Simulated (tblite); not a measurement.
Species: C3H11BN2.
Atom-mapped SMILES: `[CH3:1]/[N:2]=[CH:3]\[CH2:4][BH2-:5][NH3+:6]` (hydrogens: H7, H8, H9 on C1; H10 on C3; H11, H12 on C4; H13, H14 on B5; H15, H16, H17 on N6)
Bond orders are those of one Lewis drawing.

Computed with GFN2-xTB (tblite), gas phase: L-BFGS steps from a force-field or distance-geometry start until the largest atomic force falls under 0.01 eV/Å.

Geometry at step 53:
```
atom  x, y, z in Å
C1      2.2415    0.4247   -0.4852
N2      1.5315    0.7789    0.7236
C3      0.5685    0.0706    1.1503
C4     -0.1140   -1.0753    0.5186
B5     -1.6558   -0.6371    0.1174
N6     -1.5009    0.8207   -0.6365
H7      2.6695   -0.5786   -0.3940
H8      1.6190    0.4654   -1.3907
H9      3.0608    1.1359   -0.6054
H10     0.1328    0.4142    2.0886
H11    -0.1803   -1.9124    1.2149
H12     0.4596   -1.4111   -0.3462
H13    -2.1292   -1.3793   -0.6791
H14    -2.3500   -0.4429    1.0657
H15    -1.0061    1.4415    0.0035
H16    -2.4109    1.2015   -0.8790
H17    -0.9430    0.6953   -1.4765
```

Problem. Give the atomic forces at this geometry.

Solution. 
| atom | Fx (eV/Å) | Fy (eV/Å) | Fz (eV/Å) |
| --- | --- | --- | --- |
| C1 | -0.001 | 0.015 | 0.092 |
| N2 | -0.109 | 0.027 | -0.031 |
| C3 | 0.047 | -0.042 | 0.012 |
| C4 | 0.013 | 0.021 | -0.022 |
| B5 | 0.054 | -0.022 | 0.000 |
| N6 | 0.027 | 0.044 | -0.017 |
| H7 | -0.021 | 0.009 | -0.132 |
| H8 | 0.039 | -0.053 | 0.147 |
| H9 | -0.039 | 0.018 | 0.025 |
| H10 | 0.071 | 0.003 | -0.013 |
| H11 | 0.006 | 0.106 | 0.038 |
| H12 | -0.079 | -0.075 | -0.036 |
| H13 | -0.050 | -0.015 | -0.028 |
| H14 | 0.054 | 0.007 | -0.025 |
| H15 | -0.049 | -0.046 | -0.092 |
| H16 | 0.066 | -0.017 | 0.039 |
| H17 | -0.027 | 0.020 | 0.044 |

The largest, 0.16 eV/Å, acts on H8; the rms over all components is 0.053 eV/Å. The forces sum to zero within rounding, as they must for an isolated molecule in no field.

Problem. Give the force on H8 in Eh/bohr and in nN.

Solution. 0.161 eV/Å ÷ 51.422 = 0.00313 Eh/bohr, and 0.161 eV/Å × 1.602 = 0.26 nN.

Problem. How far is this geometry from the end of the optimisation?

Solution. 0.028 eV above it, and 0.177 Å rms away after alignment. The bonds farthest from their final lengths, with half the difference of the two atoms' forces along the bond (positive lengthens):

```
  bond  now (Å)  final (Å)  force along bond (eV/Å)
 C1–H8    1.100      1.096                    -0.04
 C1–N2    1.446      1.443                    -0.02
 C3–C4    1.476      1.473                    -0.01
C3–H10    1.090      1.088                    -0.01
C4–H11    1.091      1.089                    -0.01
N6–H16    1.016      1.014                    -0.04
```

The angle farthest from its final value is C3–C4–H12, 109.6° against 111.4°.

The cost below is that of the whole relaxation. On Arm Neoverse N1, one thread, on a shared host, this took 0.84 s wall.
